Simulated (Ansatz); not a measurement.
Ansatz (a first-principles code) input (B3LYP/STO-3G):

Ansatz 0.2 input:
```yaml
crystal:
  periodic: [false, false, false]
  atoms:
    - {symbol: S, position_ang: [-0.25938400, 1.85037200, -0.10286500]}
    - {symbol: B, position_ang: [-0.02007600, 0.14321800, -0.00796200]}
    - {symbol: S, position_ang: [1.69434800, -0.60639400, -0.13030600]}
    - {symbol: S, position_ang: [-1.46499800, -1.02972500, 0.22126000]}
    - {symbol: H, position_ang: [1.42259800, -1.92037000, -0.01079300]}
    - {symbol: H, position_ang: [-0.84167600, -2.22376600, 0.24117100]}
basis:
  gaussian:
    orbitals: STO-3G
hamiltonian:
  xc: {name: B3LYP}
total_charge: -1
output: {forces: true}
```

Output:

```
Functional definition: B3LYP
integrals: 0.01 GiB planned
384 factors; integrals over basis functions are off by at most 3.6e-5 eV
mean field: 0.10 GiB planned
mean field evaluation 1: about -32843.4633 eV, gradient 2.1e1 eV
mean field evaluation 2: about -32832.2016 eV, gradient 6.3e1 eV
mean field evaluation 4: about -32845.7550 eV, gradient 6.4e-1 eV
mean field evaluation 8: about -32845.7475 eV, gradient 1.1e-2 eV
mean field -32845.74746193 eV, -1207.0589555785 hartree, gradient 4.9e-6 eV, S^2 0.000000; 0 other end points of the search recorded, 0 dependent functions left out
the calculation of the forces begins
reference -32845.74762096 eV, -1207.0589614231 hartree; 28, 28 occupied and 6, 6 virtual orbitals, 384 factors
Total energy: -32845.74762096 eV, -1207.0589614231 hartree
Atom 0 at    -0.259384     1.850372    -0.102865 Å, force     0.298608    -2.130184     0.118420 eV/Å
Atom 1 at    -0.020076     0.143218    -0.007962 Å, force    -0.317407     2.264292    -0.125875 eV/Å
Atom 2 at     1.694348    -0.606394    -0.130306 Å, force     0.117825     0.482123    -0.045698 eV/Å
Atom 3 at    -1.464998    -1.029725     0.221260 Å, force    -0.246156     0.433352    -0.005195 eV/Å
Atom 4 at     1.422598    -1.920370    -0.010793 Å, force    -0.232762    -0.565837     0.063261 eV/Å
Atom 5 at    -0.841676    -2.223766     0.241171 Å, force     0.379892    -0.483746    -0.004914 eV/Å
Dipole moment:     0.098401    -0.701969     0.039023 e Å
```

The dipole moment of an ion depends on the origin.

The geometry given is a B3LYP-D3(BJ)/def2-TZVP minimum.
